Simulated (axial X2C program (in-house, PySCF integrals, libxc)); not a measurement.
## Potential curves of KTe, 2c

Calculated with an in-house all-electron X2C program for linear molecules (integrals from PySCF). Two-component (2c) means X2C with spin–orbit coupling and atomic mean-field two-electron Coulomb terms, the Gaunt term switched off. Basis: Te dyall-v3z [11s12p8d1f], K dyall-v3z [11s12p4d2f] (cores contracted in-house); Gaussian nuclei, density fitting, unrestricted open shells. Masses: Te 129.906 u, K 38.964 u.

State: Ω = 3/2 (⟨Sz⟩ = 0.50, ⟨Lz⟩ = 1.00 at PBE0). Energies in cm⁻¹ from the fragments at the same level (Te + K). Fits are polynomials in 1 − R0/R over 0.85 to 1.23 times the lowest point R0.

```json
{"R (Å)": "2.7657", "PBE0": "-14483", "BLYP": "-13173"}
{"R (Å)": "2.8929", "PBE0": "-16318", "BLYP": "-15135"}
{"R (Å)": "2.9883", "PBE0": "-17093", "BLYP": "-16011"}
{"R (Å)": "3.0836", "PBE0": "-17483", "BLYP": "-16503"}
{"R (Å)": "3.1790", "PBE0": "-17582", "BLYP": "-16707"}
{"R (Å)": "3.2903", "PBE0": "-17420", "BLYP": "-16668"}
{"R (Å)": "3.4015", "PBE0": "-17045", "BLYP": "-16417"}
{"R (Å)": "3.5446", "PBE0": "-16344", "BLYP": "-15876"}
{"R (Å)": "3.7194", "PBE0": "-15292", "BLYP": "-15022"}
{"R (Å)": "3.9737", "PBE0": "-13587", "BLYP": "-13611"}
```

The state is one determinant whose occupation by symmetry is held fixed; it was picked as the lowest of a PBE0 search that is not exhaustive. Dissociation energies refer to the lowest single-determinant-based atoms at the same level and basis. Density functionals use the spin component along the axis (collinear). PBE0 can misorder states that lie within some tenths of an eV, so this need not be the ground state of the molecule. The nearest other 2c determinant of the search, Ω = 1/2, lies 0.25 eV up at the distance of the search. Without a current term, density functionals place determinants with orbital angular momentum somewhat too high.

(1) Fit the PBE0 curve near its minimum: give the equilibrium distance, the harmonic wavenumber and the well depth.

(2) Fit the BLYP curve near its minimum: give the equilibrium distance, the harmonic wavenumber and the well depth.

Results:

(1) At PBE0, 2c: Re = 3.169 Å, ωe ≈ 167 cm⁻¹, De = 2.18 eV to Te + K; Be follows as 0.056 cm⁻¹.

(2) At BLYP, 2c: Re = 3.217 Å, ωe ≈ 155 cm⁻¹, De = 2.07 eV to Te + K; Be follows as 0.0543 cm⁻¹.
